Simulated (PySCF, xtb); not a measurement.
C₂H₃F₃, SMILES CC(F)(F)F.

Harmonic wavenumbers (cm⁻¹) from GFN2-xTB (xtb) at its own minimum, in rising order: 162, 334, 334, 478, 478, 547, 813, 932, 932, 1141, 1141, 1200, 1378, 1439, 1439, 3056, 3061, 3062.

Question: What does PBE-D3(BJ)/def2-SVP (PySCF 2.14.0) give at its own minimum? (Estimate from the structure and the level; the computed values follow.)

Answer: 232, 353, 353, 526, 526, 588, 822, 935, 935, 1212, 1212, 1248, 1372, 1406, 1406, 3009, 3116, 3116. Paired by order, the mean absolute difference is 38 cm⁻¹ and the zero-point energies are 31.3 and 32.0 kcal/mol.
